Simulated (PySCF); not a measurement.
How methods differ on the interval between two levels of Sb

Sb [Kr] 4d10 5s2 5p3 [4S3/2, M_J = 3/2] → Sb [Kr] 4d10 5s1 5p4 [4P5/2, M_J = 5/2], as a difference of total energies. Calculation: PySCF 2.14, in x2c-TZVPall-2c (8s9p5d2f, 74 functions); the two-component X2C-1e Hamiltonian. Correlated levels: [Ar] 3d10 frozen; the 6 highest virtual spinors dropped. "Screened" scales the spin-orbit matrix elements by Boettger's factors to mimic the two-electron term; Breit and QED terms are absent.

```tsv
method	interval between two levels (cm⁻¹)
GHF (spin-free)	60941
GMP2 (spin-free)	64094
GHF (screened spin-orbit)	59702
GMP2 (screened spin-orbit)	62677
```

The labels give the starting determinants; with spin-orbit coupling the two ends relaxed to ⟨J²⟩ = 3.75, ⟨L²⟩ = 0.06, ⟨S²⟩ = 3.71 and ⟨J²⟩ = 8.77, ⟨L²⟩ = 2.05, ⟨S²⟩ = 3.76.
